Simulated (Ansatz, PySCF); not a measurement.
C2H4BF2N, SMILES NB(F)/C=C\F.

The structure is a stationary point at PBE-D3(BJ)/def2-SVP. The structure was generated by enumeration; whether it is a known compound was not checked. One conformer was computed; it need not be the lowest.

Vertical ionisation energy (IE) and electron affinity (EA) in eV. Rows of orbital energies are one-electron estimates. Where ΔSCF, EOM or ADC give a negative EA the extra electron is unbound and the value depends on the basis.

```
level                                                                  IE     EA
-------------------------------------------------------------------  ----  -----
−ε(HOMO), −ε(LUMO), r2SCAN/def2-TZVP (PySCF)                         6.63   1.60
−ε(HOMO), −ε(LUMO), PBE/def2-TZVP (PySCF)                            6.38   1.77
ΔSCF, PBE0/def2-SVPD (Ansatz), final states of multiplicity 2 and 2  9.89  -1.04
ΔSCF, PBE/def2-SVPD (Ansatz), final states of multiplicity 2 and 2   9.63  -1.01
```

What vertical singlet–triplet gap does ΔSCF give with PBE0/def2-SVPD (Ansatz, a quantum-chemistry and plane-wave program) and with PBE/def2-SVPD (Ansatz)? (An estimate is asked for; the answer gives what the named calculation found.)

3.83 and 3.91 eV (triplet above singlet where positive).
